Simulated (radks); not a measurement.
Q: The mean radii <r> (bohr) of the occupied orbitals of an atom or ion are listed with their occupations. Method: Dirac Kohn-Sham, BLYP, spin-unpolarised, spherical densities, finite nucleus; Fermi nuclear charge, rms radius of each element as measured or else 0.836 A^(1/3) + 0.57 fm; computed with a radial shooting solver on a logarithmic mesh with Libxc functionals.

orbital  occ.      <r>
1s1/2       2  0.02151
2s1/2       2  0.09096
2p1/2       2  0.07589
2p3/2       4  0.08284
3s1/2       2   0.2390
3p1/2       2   0.2286
3p3/2       4   0.2418
3d3/2       4   0.2141
3d5/2       6   0.2182
4s1/2       2   0.5409
4p1/2       2   0.5520
4p3/2       4   0.5820
4d3/2       4   0.6156
4d5/2       6   0.6262
5s1/2       2    1.308
5p1/2       2    1.469
5p3/2       4    1.570
4f5/2       6   0.8370
4f7/2       2   0.8507
6s1/2       2    3.943
5d3/2       1    2.806

Name the element and its charge. Open shells, if any, fill j = l - 1/2 first.

A: Z = 65, terbium, charge 0: Tb in [Xe] 4f8 5d1 6s2. The 1s radius gives Z: for a bare nucleus <r> = (2 gamma + 1)/(2Z) with gamma = sqrt(1 - (Z/c)^2), 0.02124 bohr for Z = 65, and screening makes it slightly larger (0.02151 here). The occupations add up to 65, and the charge is Z minus that.
